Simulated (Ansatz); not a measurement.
Consider the formal hydrolysis of the In–Ge bond: `[F][InH][GeH3]` + H₂O → `[OH][InH][F]` + GeH₄.

Program: Ansatz. Geometries: PBE0-D4/def2-TZVP. ΔE: electronic, gas phase. CCSD(T)/CBS is the MP2 limit (def2-TZVPP, def2-QZVPP) plus CCSD(T) − MP2 in def2-TZVPP, frozen cores. This one scheme is used for every species. Functionals use def2-TZVPP. Elements past krypton have def2 core potentials. For Ge, In outer-core shells are correlated without core-valence functions, which leaves a few kJ/mol of doubt a bond. Scalar relativity is left out up to krypton. One conformer a species, not always the lowest.

`[F][InH][GeH3]`:

Z-matrix (Å, degrees):
```
Ge
In 1 2.588
H 1 1.538 2 109.2
H 1 1.538 2 111.2 3 119.3
H 1 1.535 2 110.3 3 -119.5
F 2 1.966 1 109.9 3 84.1
H 2 1.715 1 140.3 3 -95.1
```

H₂O:

Z-matrix (Å, degrees):
```
O
H 1 0.960
H 1 0.960 2 105.1
```

`[OH][InH][F]`:

```xyz
5

O    -0.446   -1.163   -0.738
In    0.106    0.415    0.297
F    -1.345    0.793    1.534
H     0.202   -1.443   -1.389
H     1.482    1.397    0.296
```

GeH₄:

```xyz
5

Ge    0.000    0.000    0.000
H    -0.635   -1.370   -0.268
H     1.518   -0.092   -0.199
H    -0.301    0.430    1.442
H    -0.582    1.033   -0.974
```

Is it downhill or uphill in electronic energy at CCSD(T)/CBS, and by how much? (Estimate.)

The calculation gave: Uphill: ΔE = +0.31 eV.

What do these levels give: PBE-D4, PBE0-D4, ωB97X-V, B2PLYP, r2SCAN, CCSD/def2-TZVPP? (Best estimate.)

The calculation gave: PBE-D4 0.37, PBE0-D4 0.41, ωB97X-V 0.26, B2PLYP 0.27, r2SCAN 0.29, CCSD/def2-TZVPP 0.30 eV.

Largest T1 diagnostic among the species: 0.017.

In def2-TZVPP, CCSD(T) changes the Hartree–Fock value by +0.03 eV (the triples alone add −0.02 eV) and MP2 by +0.04 eV. From PBE to PBE0 (25 % exact exchange), in def2-TZVPP and without D4, ΔE moves by +0.04 eV.
